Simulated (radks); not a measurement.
Charge is removed step by step from the 4s1/2 level of Br+, starting from [Ar] 3d10 4s2 4p4. Method: Dirac Kohn-Sham, PBE, spin-unpolarised, spherical densities, point nucleus; open shells are shared between the two j in proportion to 2j + 1; computed with a radial shooting solver on a logarithmic mesh with Libxc functionals.

removed (e)  E - E(0) (eV)  eigenvalue (eV)  E minus straight line (eV)
0                    0.000          -30.387                       0.000
0.125                3.891          -31.864                      -0.664
0.25                 7.967          -33.357                      -1.142
0.375               12.231          -34.867                      -1.432
0.5                 16.684          -36.393                      -1.533
0.625               21.329          -37.934                      -1.442
0.75                26.168          -39.489                      -1.157
0.875               31.202          -41.059                      -0.677
1                   36.434          -42.643                       0.000

Removing the whole electron costs 36.434 eV by Delta-SCF, against 30.387 eV from minus the eigenvalue at the starting occupation. Slater's transition state (half an electron removed) gives 36.393 eV. Integrating minus the eigenvalue over the occupation (Janak's theorem) gives 36.434 eV. The mean slope of the eigenvalue, de/dn, is 12.3 eV per electron.
